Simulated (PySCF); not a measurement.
AlClH4O2Si, SMILES [OH][Al]([Cl])[O][SiH3]. Atoms are numbered in the order given.

```xyz
9

Al     0.4485     0.6672     0.0000
Cl    -1.2588     1.8614     0.0000
O      1.9403     1.4540     0.0000
H      2.7949     1.0208     0.0000
O      0.3077    -1.0115     0.0000
Si    -0.2755    -2.5551     0.0000
H      0.2084    -3.2758    -1.2154
H      0.2084    -3.2758     1.2154
H     -1.7696    -2.5550     0.0000
```
Charge 0, spin multiplicity 1.

Coordinates come from a PBE0-D3(BJ)/def2-SVP optimisation. The structure was generated by enumeration; whether it is a known compound was not checked. One conformer was computed; it need not be the lowest.

Two levels are set side by side: PBE/pcSseg-1 (PySCF) and B3LYP/pcSseg-1 (PySCF). GIAO shifts against H2O (¹⁷O), HCl (³⁵Cl), TMS (²⁹Si), TMS (¹H) at the same level; non-relativistic, no solvent, atoms listed together averaged. Without spin–orbit terms, shifts of atoms bonded to Cl or Br come out too high at both levels. Differences are taken from unrounded values.

| quantity | B3LYP |
|---|---|
| δ(³⁵Cl) of Cl2 (ppm) | -85.9 |
| δ(¹⁷O) of O3 (ppm) | 23.7 |
| δ(¹H) of H4 (ppm) | 1.94 |
| δ(¹⁷O) of O5 (ppm) | 30.1 |
| δ(²⁹Si) of Si6 (ppm) | -44.4 |

**Question.** What does PBE give, and how far is it from B3LYP? (Estimate from the structure and the level; the computed values follow.)

**Answer.** 
```csv
quantity,PBE,PBE minus B3LYP
δ(³⁵Cl) of Cl2 (ppm),-71.2,14.7
δ(¹⁷O) of O3 (ppm),31.0,7.3
δ(¹H) of H4 (ppm),1.89,-0.04
δ(¹⁷O) of O5 (ppm),36.3,6.1
δ(²⁹Si) of Si6 (ppm),-39.2,5.3
```

Rough cost on one machine, each run with all the roots and properties that it gave: B3LYP against PBE within a factor of 2.
